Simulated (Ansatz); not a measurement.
Program: Ansatz. Geometries: PBE0-D4/def2-TZVP. ΔE: electronic, gas phase. CBS: MP2 limit from def2 TZ/QZ plus the TZ coupled-cluster correction, frozen cores. Functionals use def2-TZVPP. B3LYP here is the variant with VWN-RPA as its local correlation; programs differ in this. Each species was taken in one conformer, which may not be the lowest.

`BO[SiH2]S[SiH3]` + `COC` → `BCOC` + `O[SiH2]S[SiH3]`  (formal exchange of groups at a B–O bond)

| level | ΔE (kJ/mol) | difference from CCSD(T)/CBS |
| --- | --- | --- |
| PBE-D4 | 126.9 | -6.9 |
| PBE0-D4 | 128.8 | -5.0 |
| B3LYP-D4 | 136.8 | 3.0 |
| ωB97X-V | 131.4 | -2.4 |
| B2PLYP | 135.1 | 1.3 |
| PBE | 124.4 | -9.4 |
| r2SCAN | 130.1 | -3.7 |
| B3LYP | 132.7 | -1.1 |
| HF/def2-TZVPP | 139.6 | 5.8 |
| MP2/def2-TZVPP | 136.1 | 2.3 |
| CCSD/def2-TZVPP | 134.9 | 1.1 |
| CCSD(T)/def2-TZVPP | 135.4 | 1.6 |
| MP2/def2-QZVPP | 135.5 | 1.7 |
| SCS-MP2/def2-QZVPP | 137.1 | 3.3 |
| MP2/CBS(def2) | 134.5 | 0.7 |
| CCSD/CBS(def2) | 133.4 | -0.4 |
| CCSD(T)/CBS | 133.8 | 0 |

Largest T1 diagnostic among the species: 0.013.

The D4 term adds +4.0 kJ/mol with B3LYP and +2.4 kJ/mol with PBE0; it sums over pairs of atoms, weighted by their polarisabilities, and B3LYP, whose exchange is more repulsive, gets the larger term. In def2-TZVPP, CCSD(T) changes the Hartree–Fock value by −4.2 kJ/mol (the triples alone add +0.4 kJ/mol) and MP2 by −3.6 kJ/mol.
